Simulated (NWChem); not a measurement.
System: C2H4O3Si; SMILES C=C1O[SiH](O)O1

NWChem input:

```
start job
memory heap 200 mb stack 900 mb global 1100 mb
geometry units angstroms noautosym nocenter noautoz
  C      0.311678     2.502081     0.000000
  C      0.046436     1.189115     0.000000
  O     -0.124779     0.355740     1.101910
  Si    -0.439030    -0.926150     0.000000
  O      0.585622    -2.216503     0.000000
  O     -0.124779     0.355740    -1.101910
  H      0.417386     3.032988     0.953011
  H      0.417386     3.032988    -0.953011
  H     -1.801302    -1.508894     0.000000
  H      1.540794    -2.021593     0.000000
end
basis spherical
  * library 6-31g*
end
dft
  xc xpbe96 cpbe96
  iterations 150
end
cosmo
  do_cosmo_smd true
  solvent ethanol
end
task dft energy
```

Output (shortened):

```
             Northwest Computational Chemistry Package (NWChem) 7.3.0
             --------------------------------------------------------

                             Geometry "geometry" -> ""
                             -------------------------

 Output coordinates in angstroms (scale by  1.889725989 to convert to a.u.)

  No.       Tag          Charge          X              Y              Z
 ---- ---------------- ---------- -------------- -------------- --------------
    1 C                    6.0000     0.31167800     2.50208100     0.00000000
    2 C                    6.0000     0.04643600     1.18911500     0.00000000
    3 O                    8.0000    -0.12477900     0.35574000     1.10191000
    4 Si                  14.0000    -0.43903000    -0.92615000     0.00000000
    5 O                    8.0000     0.58562200    -2.21650300     0.00000000
    6 O                    8.0000    -0.12477900     0.35574000    -1.10191000
    7 H                    1.0000     0.41738600     3.03298800     0.95301100
    8 H                    1.0000     0.41738600     3.03298800    -0.95301100
    9 H                    1.0000    -1.80130200    -1.50889400     0.00000000
   10 H                    1.0000     1.54079400    -2.02159300     0.00000000

 Effective nuclear repulsion energy (a.u.)     304.8081958351

  pbe96 is a nonlocal functional; adding pw91lda local functional.

                                 NWChem DFT Module
                                 -----------------

 Summary of "ao basis" -> "ao basis" (spherical)
 ------------------------------------------------------------------------------
       Tag                 Description            Shells   Functions and Types
 ---------------- ------------------------------  ------  ---------------------
 C                           6-31g*                  6       14   3s2p1d
 O                           6-31g*                  6       14   3s2p1d
 Si                          6-31g*                  8       18   4s3p1d
 H                           6-31g*                  2        2   2s

 in cosmo_initialize ...
 calling solv_data for solv:ethanol

 solvent parameters
 solvname_short: ethanol
 solvname_long:  ethanol
 dielec:       24.8520
 dielecinf:     1.8526
 nonaqueous SMD model solvent descriptors
 dielec:       24.8520
 sola:          0.3700
 solb:          0.4800
 solc:          0.0000
 solg:         31.6200
 solh:          0.0000
 soln:          1.3611

          ---------------
          -cosmo- solvent
          ---------------
 Cosmo: York-Karplus, doi: 10.1021/jp992097l
 dielectric constant -eps-     =  24.85
 screen = (eps-1)/(eps    )    =   0.95976
 surface charge correction     = lagrangian

   van der Waals surface
 --------------------------

 ---------- ATOMIC COORDINATES (A.U.) ------------ VDWR(ANG.) --
     1    0.58898602    4.72824749    0.00000000     1.850
     2    0.08775132    2.24710152    0.00000000     1.850
     3   -0.23579812    0.67225112    2.08230796     1.628
     4   -0.82964640   -1.75016972    0.00000000     2.470
     5    1.10666511   -4.18858332    0.00000000     1.628
     6   -0.23579812    0.67225112   -2.08230796     1.628
     7    0.78874517    5.73151625    1.80092965     1.200
     8    0.78874517    5.73151625   -1.80092965     1.200
     9   -3.40396720   -2.85139621    0.00000000     1.200
    10    2.91167846   -3.82025683    0.00000000     1.200
 number of segments per atom =        128
 number of   points per atom =        128
 atom (   nspa,  nppa )
 ----------------------
    1 (     68,     0 )       0
    2 (     28,     0 )       0
    3 (     47,     0 )       0
    4 (     82,     0 )       0
    5 (     50,     0 )       0
    6 (     47,     0 )       0
    7 (     55,     0 )       0
    8 (     55,     0 )       0
    9 (     34,     0 )       0
   10 (     56,     0 )       0
 number of -cosmo- surface points =      522
 molecular surface =    121.107 angstrom**2
 molecular volume  =    108.117 angstrom**3
 -lineq- algorithm             =   0
 -bem- low  level              =   3
 -bem- from -octahedral-
 gaussian surface charge width =   4.50000
 degree of switching           =   1.00000
 switching function tolerance  =   0.00010
 atomic radii =
 --------------
    1  6.000  1.850
    2  6.000  1.850
    3  8.000  1.628
    4 14.000  2.470
    5  8.000  1.628
    6  8.000  1.628
    7  1.000  1.200
    8  1.000  1.200
    9  1.000  1.200
   10  1.000  1.200
 ...... end of -cosmo- initialization ......

 nat:                    10
 ixmem:                  5529
 calling mnsol_interface()
 G(SMD-CDS) energy (kcal/mol)  =     2.445
 SMD-CDS SASA (angstrom**2)    =   148.399

            General Information
            -------------------
          SCF calculation type: DFT
          Wavefunction type:  closed shell.
          No. of atoms     :    10
          No. of electrons :    54
           Alpha electrons :    27
            Beta electrons :    27
          Charge           :     0
          Spin multiplicity:     1
          Use of symmetry is: off; symmetry adaption is: off
          Maximum number of iterations: 150
          AO basis - number of functions:    96
                     number of shells:    46
          Convergence on energy requested:  1.00D-06
          Convergence on density requested:  1.00D-05
          Convergence on gradient requested:  5.00D-04

              XC Information
              --------------
          PerdewBurkeErnzerhof Exchange Functional  1.000
            Perdew 1991 LDA Correlation Functional  1.000 local
           PerdewBurkeErnz. Correlation Functional  1.000 non-local

             Grid Information
             ----------------
          Grid used for XC integration:  medium
          Radial quadrature: Mura-Knowles
          Angular quadrature: Lebedev.
          Tag              B.-S. Rad. Rad. Pts. Rad. Cut. Ang. Pts.
          ---              ---------- --------- --------- ---------
          C                   0.70       49          11.0       434
          O                   0.60       49          12.0       434
          Si                  1.10       88          10.0       590
          H                   0.35       45          12.0       434
          Grid pruning is: on
          Number of quadrature shells:   513
          Spatial weights used:  Erf1

      Superposition of Atomic Density Guess
      -------------------------------------

 Sum of atomic energies:        -590.39380267

      Non-variational initial energy
      ------------------------------

 Total energy =    -592.991468
 1-e energy   =   -1419.358542
 2-e energy   =     521.558877
 HOMO         =      -0.249618
 LUMO         =       0.062960

   convergence    iter        energy       DeltaE   RMS-Dens  Diis-err
 ---------------- ----- ----------------- --------- --------- ---------
     COSMO gas phase
 d= 0,ls=0.0,diis     1   -593.1809970708 -8.98D+02  2.07D-02  1.47D+00
 d= 0,ls=0.0,diis     2   -592.8634280034  3.18D-01  1.34D-02  4.66D+00
 d= 0,ls=0.0,diis     3   -593.3319860763 -4.69D-01  4.06D-03  1.04D-01
 d= 0,ls=0.0,diis     4   -593.3319509442  3.51D-05  2.19D-03  1.11D-01
 d= 0,ls=0.0,diis     5   -593.3449311987 -1.30D-02  3.87D-04  1.99D-03
  Resetting Diis
 d= 0,ls=0.0,diis     6   -593.3451060729 -1.75D-04  1.53D-04  3.32D-04
 d= 0,ls=0.0,diis     7   -593.3451460576 -4.00D-05  1.05D-04  3.67D-05
 d= 0,ls=0.0,diis     8   -593.3451321869  1.39D-05  7.27D-05  1.68D-04
 d= 0,ls=0.0,diis     9   -593.3451499303 -1.77D-05  9.56D-06  8.47D-07
 d= 0,ls=0.0,diis    10   -593.3451500244 -9.41D-08  3.03D-06  1.62D-07

   convergence    iter        energy       DeltaE   RMS-Dens  Diis-err
 ---------------- ----- ----------------- --------- --------- ---------
     COSMO solvation phase
 d= 0,ls=0.0,diis     1   -593.3542208881 -9.07D-03  1.80D-03  4.69D-03
 d= 0,ls=0.0,diis     2   -593.3552724223 -1.05D-03  4.56D-04  2.52D-03
 d= 0,ls=0.0,diis     3   -593.3554917321 -2.19D-04  1.77D-04  7.77D-04
 d= 0,ls=0.0,diis     4   -593.3555593762 -6.76D-05  5.51D-05  7.79D-05
 d= 0,ls=0.0,diis     5   -593.3555663856 -7.01D-06  1.91D-05  6.67D-06
 d= 0,ls=0.0,diis     6   -593.3555672182 -8.33D-07  5.71D-06  2.21D-07

         Total DFT energy =     -593.355567218199
      One electron energy =    -1423.284434163194
           Coulomb energy =      583.419050399567
    Exchange-Corr. energy =      -58.614156360000
 Nuclear repulsion energy =      304.808195835098

             COSMO energy =        0.315777070329

 Numeric. integr. density =       53.999997549833

                                COSMO-SMD solvation results
                                ---------------------------

             internal energy in gas <Psi(g)|H|Psi(g)> =      -593.345150024395
         internal energy in solvent <Psi(s)|H|Psi(s)> =      -593.343647178277
                               delta internal energy  =         0.001502846118 (    0.94 kcal/mol)
   total free energy in solvent <Psi(s)|H+V/2|Psi(s)> =      -593.359463228713
 polarization energy contribution <Psi(s)|V/2|Psi(s)> =        -0.015816050435 (   -9.92 kcal/mol)
    total free energy in solvent including G(SMD-CDS) =      -593.355567218199
                       G(SMD-CDS) energy contribution =         0.003896010513 (    2.44 kcal/mol)
     1 M fixed-concentration free energy of solvation =        -0.010417193805 (   -6.54 kcal/mol)

                       DFT Final Molecular Orbital Analysis
                       ------------------------------------

 Vector   25  Occ=2.000000D+00  E=-2.970561D-01
              MO Center= -3.2D-02,  2.1D-01, -1.9D-08, r^2= 2.4D+00
   Bfn.  Coefficient  Atom+Function         Bfn.  Coefficient  Atom+Function
  ----- ------------  ---------------      ----- ------------  ---------------
    33      0.385083   3 O  pz               79      0.385083   6 O  pz
    37      0.267833   3 O  pz               83      0.267833   6 O  pz
    31      0.202629   3 O  px               77     -0.202629   6 O  px
    65      0.159953   5 O  pz               35      0.148077   3 O  px
    81     -0.148077   6 O  px               51     -0.136843   4 Si pz

 Vector   26  Occ=2.000000D+00  E=-2.841289D-01
              MO Center= -8.3D-02,  7.0D-02,  2.7D-08, r^2= 2.4D+00
   Bfn.  Coefficient  Atom+Function         Bfn.  Coefficient  Atom+Function
  ----- ------------  ---------------      ----- ------------  ---------------
    31      0.389262   3 O  px               77     -0.389262   6 O  px
    35      0.295349   3 O  px               81     -0.295349   6 O  px
    65     -0.222778   5 O  pz               32     -0.159055   3 O  py
    78      0.159055   6 O  py               69     -0.157070   5 O  pz
    33     -0.122108   3 O  pz               79     -0.122108   6 O  pz

 Vector   27  Occ=2.000000D+00  E=-1.978699D-01
              MO Center=  1.4D-01,  1.7D+00,  1.1D-09, r^2= 2.4D+00
   Bfn.  Coefficient  Atom+Function         Bfn.  Coefficient  Atom+Function
  ----- ------------  ---------------      ----- ------------  ---------------
     3      0.419350   1 C  px                7      0.349246   1 C  px
    17      0.290221   2 C  px               31     -0.224775   3 O  px
    77     -0.224775   6 O  px               35     -0.174350   3 O  px
    81     -0.174350   6 O  px               21      0.162470   2 C  px
    94     -0.105525   9 H  s                53     -0.090303   4 Si px

 Vector   28  Occ=0.000000D+00  E=-1.423286D-02
              MO Center= -4.5D-01, -9.1D-01,  1.4D-09, r^2= 3.8D+00
   Bfn.  Coefficient  Atom+Function         Bfn.  Coefficient  Atom+Function
  ----- ------------  ---------------      ----- ------------  ---------------
    55      0.743075   4 Si pz               51      0.540155   4 Si pz
    34     -0.381958   3 O  s                80      0.381958   6 O  s
    69     -0.253065   5 O  pz               65     -0.247440   5 O  pz
    19      0.205430   2 C  pz               90     -0.194236   7 H  s
    92      0.194236   8 H  s                47     -0.176602   4 Si pz

 Vector   29  Occ=0.000000D+00  E= 3.255129D-03
              MO Center=  2.3D-01, -6.2D-03,  3.5D-08, r^2= 5.5D+00
   Bfn.  Coefficient  Atom+Function         Bfn.  Coefficient  Atom+Function
  ----- ------------  ---------------      ----- ------------  ---------------
    66     -0.633895   5 O  s                52      0.617755   4 Si s
    21     -0.411518   2 C  px                7      0.400320   1 C  px
    17     -0.391238   2 C  px               53      0.372062   4 Si px
    54     -0.354238   4 Si py                3      0.271202   1 C  px
    96      0.269200  10 H  s                94     -0.203274   9 H  s

 Vector   30  Occ=0.000000D+00  E= 1.552321D-02
              MO Center=  1.5D-01,  1.9D-01, -5.5D-08, r^2= 5.0D+00
   Bfn.  Coefficient  Atom+Function         Bfn.  Coefficient  Atom+Function
  ----- ------------  ---------------      ----- ------------  ---------------
    52      0.840230   4 Si s                94     -0.501040   9 H  s
    66     -0.476153   5 O  s                21      0.419130   2 C  px
     7     -0.385624   1 C  px               17      0.372037   2 C  px
    96      0.318119  10 H  s                 3     -0.245071   1 C  px
    34     -0.213419   3 O  s                80     -0.213419   6 O  s

     Multipole analysis of the density
     ---------------------------------

     L   x y z        total         alpha         beta         nuclear
     -   - - -        -----         -----         ----         -------
     0   0 0 0     -0.000000    -27.000000    -27.000000     54.000000

     1   1 0 0      0.394932      0.891902      0.891902     -1.388873
     1   0 1 0     -0.660754     -0.024602     -0.024602     -0.611551
     1   0 0 1      0.000000      0.000000      0.000000      0.000000

     2   2 0 0    -26.960147    -35.360268    -35.360268     43.760389
     2   1 1 0     -1.036248     -3.630947     -3.630947      6.225645
     2   1 0 1      0.000000      0.000000      0.000000      0.000000
     2   0 2 0    -30.215852   -236.771936   -236.771936    443.328021
     2   0 1 1      0.000000      0.000000      0.000000      0.000000
     2   0 0 2    -32.362446    -54.112622    -54.112622     75.862799
```

Level: PBE/6-31G* (spherical d), SMD on the gas-phase geometry. The geometry was optimised at PBE-D3(BJ)/def2-SVP. Solvent: ethanol.
